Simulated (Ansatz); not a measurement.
**Nudged elastic band run: CH$_{4}$AlFS**

The input (input.yaml):

```yaml
crystal:
  periodic: [false, false, false]
  atoms:
    - { symbol: C, position_ang: [-0.15143, 1.375245, -0.184486] }
    - { symbol: Al, position_ang: [0.323476, -0.498312, 0.101878] }
    - { symbol: F, position_ang: [1.938159, -0.952406, 0.434537] }
    - { symbol: S, position_ang: [-1.134575, -2.158861, 0.023937] }
    - { symbol: H, position_ang: [-1.239638, 1.492943, -0.359211] }
    - { symbol: H, position_ang: [0.132327, 1.988705, 0.695672] }
    - { symbol: H, position_ang: [0.391018, 1.784054, -1.062206] }
    - { symbol: H, position_ang: [-0.167136, -3.088468, 0.29408] }
basis:
  gaussian: { orbitals: cc-pVDZ }
hamiltonian:
  xc: pbe
  dispersion: d4
neb:
  order_check: false
  images: 7
  f_tol: 0.05
  max_iterations: 60
  final_atoms:
    - { symbol: C, position_ang: [-0.13449778, 1.37137143, -0.21950565] }
    - { symbol: Al, position_ang: [0.24617772, -0.4853712, 0.25314985] }
    - { symbol: F, position_ang: [1.42272527, -0.86758549, 1.43297281] }
    - { symbol: S, position_ang: [-0.77510452, -2.21538727, -0.66978107] }
    - { symbol: H, position_ang: [-0.42155461, 1.95386399, 0.68039635] }
    - { symbol: H, position_ang: [0.76675291, 1.85360181, -0.65242934] }
    - { symbol: H, position_ang: [-0.95644735, 1.43880286, -0.96004591] }
    - { symbol: H, position_ang: [-0.05585064, -3.10639613, 0.07944397] }
  initial_path:
    images:
      - { positions_ang: [[-0.15143, 1.375245, -0.184486], [0.323476, -0.498312, 0.101878], [1.938159, -0.952406, 0.434537], [-1.134575, -2.158861, 0.023937], [-1.239638, 1.492943, -0.359211], [0.132327, 1.988705, 0.695672], [0.391018, 1.784054, -1.062206], [-0.167136, -3.088468, 0.29408]] }
      - { positions_ang: [[-0.14694277, 1.33935389, -0.17645847], [0.39459934, -0.50879368, 0.09174987], [1.9903883, -0.896896, 0.55454464], [-0.95004384, -2.20497207, -0.16413598], [-1.22654241, 1.44129556, -0.18807474], [0.21838797, 2.0018535, 0.60056383], [0.22520422, 1.71466494, -1.10729499], [-0.4128498, -2.94360613, 0.33330684]] }
      - { positions_ang: [[-0.14245555, 1.30346278, -0.16843094], [0.46572267, -0.51927536, 0.08162174], [2.0426176, -0.84138601, 0.67455228], [-0.76551268, -2.25108315, -0.35220897], [-1.21344683, 1.38964812, -0.01693848], [0.30444894, 2.01500201, 0.50545567], [0.05939044, 1.64527587, -1.15238398], [-0.6585636, -2.79874426, 0.37253368]] }
      - { positions_ang: [[-0.13796832, 1.26757167, -0.16040341], [0.53684601, -0.52975704, 0.07149361], [2.09484691, -0.78587601, 0.79455992], [-0.58098153, -2.29719422, -0.54028195], [-1.20035124, 1.33800068, 0.15419778], [0.3905099, 2.02815051, 0.4103475], [-0.10642333, 1.57588681, -1.19747297], [-0.9042774, -2.65388239, 0.41176053]] }
      - { positions_ang: [[-0.1334811, 1.23168056, -0.15237588], [0.60796935, -0.54023872, 0.06136549], [2.14707621, -0.73036601, 0.91456756], [-0.39645037, -2.3433053, -0.72835493], [-1.18725565, 1.28635324, 0.32533404], [0.47657087, 2.04129901, 0.31523933], [-0.27223711, 1.50649774, -1.24256197], [-1.1499912, -2.50902052, 0.45098737]] }
      - { positions_ang: [[-0.13373527, 1.26660328, -0.16915833], [0.51752144, -0.52652184, 0.10931158], [1.96598847, -0.76467088, 1.04416887], [-0.49111391, -2.31132579, -0.71371147], [-0.99583039, 1.45323093, 0.41409962], [0.54911638, 1.99437471, 0.07332217], [-0.44328967, 1.48957402, -1.17193295], [-0.87645606, -2.65836442, 0.35810152]] }
      - { positions_ang: [[-0.13398944, 1.30152599, -0.18594077], [0.42707354, -0.51280496, 0.15725767], [1.78490074, -0.79897575, 1.17377019], [-0.58577744, -2.27934628, -0.699068], [-0.80440513, 1.62010861, 0.50286519], [0.62166189, 1.94745041, -0.168595], [-0.61434223, 1.4726503, -1.10130394], [-0.60292092, -2.80770832, 0.26521567]] }
      - { positions_ang: [[-0.13424361, 1.33644871, -0.20272321], [0.33662563, -0.49908808, 0.20520376], [1.603813, -0.83328062, 1.3033715], [-0.68044098, -2.24736677, -0.68442453], [-0.61297987, 1.7869863, 0.59163077], [0.6942074, 1.90052611, -0.41051217], [-0.78539479, 1.45572658, -1.03067493], [-0.32938578, -2.95705223, 0.17232982]] }
      - { positions_ang: [[-0.13449778, 1.37137143, -0.21950565], [0.24617772, -0.4853712, 0.25314985], [1.42272527, -0.86758549, 1.43297281], [-0.77510452, -2.21538727, -0.66978107], [-0.42155461, 1.95386399, 0.68039635], [0.76675291, 1.85360181, -0.65242934], [-0.95644735, 1.43880286, -0.96004591], [-0.05585064, -3.10639613, 0.07944397]] }
```

Launched with:

```bash
$ ansatz run input.yaml --threads 1 --pin off --max-ram 2048MiB --backend cpu --events-out ev --progress --plain --runs-dir out
```

Output, in part (warnings, iteration lines, the closing report on the highest movable image, with atoms numbered from 0):

```
NEB end point (image 0): max|allowed force component| = 8.985e-3 eV/Å (the criterion of neb.relax_end_points is 1.000e-2)
NEB end point (image 8): max|allowed force component| = 3.649e-3 eV/Å (the criterion of neb.relax_end_points is 1.000e-2)
NEB iter   1: max|band force component| = 3.201e1 eV/Å  barrier→ = 6.3687 eV  barrier← = 6.3686 eV  Δτ_max = 0.1922 Å  (231 SCF iters)
NEB iter   2: max|band force component| = 7.167e0 eV/Å  barrier→ = 0.9294 eV  barrier← = 0.9294 eV  Δτ_max = 0.1968 Å  (214 SCF iters)
NEB iter   3: max|band force component| = 3.606e0 eV/Å  barrier→ = 0.3556 eV  barrier← = 0.3555 eV  Δτ_max = 0.1948 Å  (212 SCF iters)
NEB iter   4: max|band force component| = 1.099e0 eV/Å  barrier→ = 0.2371 eV  barrier← = 0.2371 eV  Δτ_max = 0.1982 Å  (196 SCF iters)
NEB iter   5: max|band force component| = 3.186e-1 eV/Å  barrier→ = 0.2366 eV  barrier← = 0.2366 eV  CI = image 4  Δτ_max = 0.0872 Å  (192 SCF iters)
NEB iter   6: max|band force component| = 8.792e-2 eV/Å  barrier→ = 0.2350 eV  barrier← = 0.2350 eV  CI = image 4  Δτ_max = 0.0569 Å  (201 SCF iters)
NEB iter   7: max|band force component| = 8.858e-2 eV/Å  barrier→ = 0.2337 eV  barrier← = 0.2337 eV  CI = image 4  Δτ_max = 0.0285 Å  (200 SCF iters)
NEB iter   8: max|band force component| = 7.112e-2 eV/Å  barrier→ = 0.2324 eV  barrier← = 0.2323 eV  CI = image 4  Δτ_max = 0.0285 Å  (187 SCF iters)
NEB iter   9: max|band force component| = 6.046e-2 eV/Å  barrier→ = 0.2301 eV  barrier← = 0.2301 eV  CI = image 4  Δτ_max = 0.0285 Å  (187 SCF iters)
NEB iter  10: max|band force component| = 9.133e-2 eV/Å  barrier→ = 0.2274 eV  barrier← = 0.2273 eV  CI = image 4  Δτ_max = 0.0568 Å  (186 SCF iters)
NEB iter  11: max|band force component| = 1.858e-1 eV/Å  barrier→ = 0.2237 eV  barrier← = 0.2237 eV  CI = image 4  Δτ_max = 0.0570 Å  (194 SCF iters)
NEB iter  12: max|band force component| = 2.112e-1 eV/Å  barrier→ = 0.2148 eV  barrier← = 0.2148 eV  CI = image 4  Δτ_max = 0.1135 Å  (196 SCF iters)
NEB iter  13: max|band force component| = 2.628e-1 eV/Å  barrier→ = 0.1973 eV  barrier← = 0.1972 eV  CI = image 4  Δτ_max = 0.1143 Å  (196 SCF iters)
NEB iter  14: max|band force component| = 3.029e-1 eV/Å  barrier→ = 0.1819 eV  barrier← = 0.1819 eV  CI = image 4  Δτ_max = 0.1124 Å  (197 SCF iters)
NEB iter  15: max|band force component| = 2.821e-1 eV/Å  barrier→ = 0.1457 eV  barrier← = 0.1457 eV  CI = image 4  Δτ_max = 0.1924 Å  (191 SCF iters)
NEB iter  16: max|band force component| = 2.460e-1 eV/Å  barrier→ = 0.0888 eV  barrier← = 0.0887 eV  CI = image 4  Δτ_max = 0.1920 Å  (205 SCF iters)
NEB iter  17: max|band force component| = 2.349e-1 eV/Å  barrier→ = 0.0437 eV  barrier← = 0.0436 eV  CI = image 4  Δτ_max = 0.1946 Å  (203 SCF iters)
NEB iter  18: max|band force component| = 5.078e-1 eV/Å  barrier→ = 0.0323 eV  barrier← = 0.0322 eV  CI = image 3  Δτ_max = 0.1981 Å  (203 SCF iters)
NEB iter  19: max|band force component| = 1.064e-1 eV/Å  barrier→ = 0.0162 eV  barrier← = 0.0162 eV  CI = image 3  Δτ_max = 0.1923 Å  (197 SCF iters)
NEB iter  20: max|band force component| = 1.797e-1 eV/Å  barrier→ = 0.0177 eV  barrier← = 0.0176 eV  CI = image 3  Δτ_max = 0.0982 Å  (191 SCF iters)
NEB iter  21: max|band force component| = 3.896e-2 eV/Å  barrier→ = 0.0087 eV  barrier← = 0.0087 eV  CI = image 3  Δτ_max = 0.0000 Å  (388 SCF iters)
Total energy: -21242.43182473 eV, -780.6449709214 hartree
Atom 0 at    -0.122501     1.377708    -0.195591 Å, force     0.003220    -0.015635     0.000269 eV/Å
Atom 1 at     0.301122    -0.491309     0.192731 Å, force    -0.026768     0.016002     0.038932 eV/Å
Atom 2 at     1.713887    -0.926053     1.050581 Å, force     0.016910    -0.005212    -0.009997 eV/Å
Atom 3 at    -1.003150    -2.175373    -0.401114 Å, force     0.010499    -0.002986    -0.011692 eV/Å
Atom 4 at    -1.125730     1.636775     0.202822 Å, force     0.001962    -0.003272    -0.007496 eV/Å
Atom 5 at     0.621583     2.070310     0.245023 Å, force     0.001823    -0.006114    -0.006637 eV/Å
Atom 6 at    -0.150365     1.540762    -1.293119 Å, force    -0.002513     0.020661    -0.006019 eV/Å
Atom 7 at    -0.142646    -3.089920     0.142868 Å, force    -0.005133    -0.003444     0.002640 eV/Å
Dipole moment:    -0.099285     0.229112    -0.089430 e Å
```

The run converged. A vibrational analysis at the climbing image gives one clearly imaginary mode, 54i cm⁻¹: a first-order saddle point.

Final band (atoms are numbered from 1 in the order of the input):

| image | path coordinate (Å) | energy (eV) | dihedral H5–C1–Al2–S4 (°) |
| --- | --- | --- | --- |
| 0 | 0.00 | 0.000 | 2 |
| 1 | 0.46 | 0.002 | 19 |
| 2 | 0.92 | 0.006 | 37 |
| 3 | 1.38 | 0.009 | 55 |
| 4 | 1.72 | 0.008 | 69 |
| 5 | 2.05 | 0.006 | 83 |
| 6 | 2.39 | 0.003 | 96 |
| 7 | 2.72 | 0.001 | 110 |
| 8 | 3.06 | 0.000 | 124 |

Run time: 6 min on 1 thread of Arm Neoverse V1, with other jobs on the host, peak memory 0.15 GiB.
